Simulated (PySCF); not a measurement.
Fe⁺ (iron, charge +1) across methods

[Ar] 3d6 4s1, high-spin 6D determinant. Computed with PySCF 2.14 in aug-cc-pwCVTZ-DK (10s9p7d4f3g, 127 functions), with the spin-free X2C one-electron Hamiltonian (Gaussian nucleus).

```csv
method,E (hartree),mean ε 3d α (eV),mean ε 3d β (eV),mean ε 4s α (eV),Σ⟨r²⟩ (bohr²),⟨S²⟩
B97-3,-1272.185,-19.826,-15.912,-13.543,24.91,8.752
PBE,-1272.098,-17.373,-13.753,-13.061,25.10,8.751
wB97M-V,-1272.220,-22.247,-18.386,-15.676,25.14,8.752
UHF,-1271.11183,-26.596,-21.013,-15.417,25.11,8.753
BP86,-1272.530,-17.469,-14.025,-13.232,24.99,8.751
LDA,-1269.782,-17.623,-13.750,-13.302,25.01,8.751
r2SCAN,-1272.306,-17.797,-13.814,-13.361,24.88,8.751
```

**Question.** Estimate the same row for PBE0.

**Answer.** E (hartree) = -1272.118; mean ε 3d α (eV) = -19.804; mean ε 3d β (eV) = -15.786; mean ε 4s α (eV) = -13.755; Σ⟨r²⟩ (bohr²) = 24.97; ⟨S²⟩ = 8.751.
